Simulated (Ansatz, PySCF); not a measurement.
Gas-phase reaction in SMILES: C[SiH](C)C [trimethylsilane] → C[Si-](C)C + H+
Structures are relaxed separately at B3LYP-D3(BJ)/def2-TZVP in Ansatz (a first-principles code). Frequencies are from Ansatz or PySCF.

Wanted: gas-phase deprotonation energy (enthalpy at 298 K, with B3LYP-D3(BJ) rigid-rotor harmonic-oscillator terms), in kcal/mol. Valence correlation only, unless marked. No spin-orbit coupling. Non-relativistic. Anions need diffuse functions: aug- sets have them; def2-D sets add few; the other sets have none. CBS(X,Y): correlation extrapolated as X^-3; Hartree-Fock from the larger set.

CCSD(T)/CBS(aug-cc-pV(T+d)Z,aug-cc-pV(Q+d)Z) (Ansatz) gives 387.2 kcal/mol.

Question: Another calculation gave 392.7 kcal/mol. Which level was it?
A) SVWN5/def2-TZVPD (Ansatz)
B) wB97M-V/def2-TZVPD (Ansatz)
C) r2SCAN/def2-TZVPD (Ansatz)
D) BHLYP/def2-TZVPD (Ansatz)

Answer: D, BHLYP/def2-TZVPD (Ansatz). The others give 384.5 (wB97M-V), 388.4 (r2SCAN), 375.2 (SVWN5) kcal/mol.
